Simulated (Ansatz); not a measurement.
Species: H₂AlI, SMILES `[AlH2][I]` (charge 0, multiplicity 1).

Problem. Give a relaxed geometry from B3LYP-D3(BJ)/def2-TZVP run with Ansatz (an electronic-structure program).

Solution. the end point of this relaxation (outside a Z-matrix the atoms follow the SMILES, hydrogens last).
Cartesian coordinates (Å) in one orientation:
```xyz
4

Al    -0.254     0.004    -0.005
I      2.231    -0.033     0.041
H     -1.009    -1.374    -0.019
H     -0.968     1.403    -0.018
```
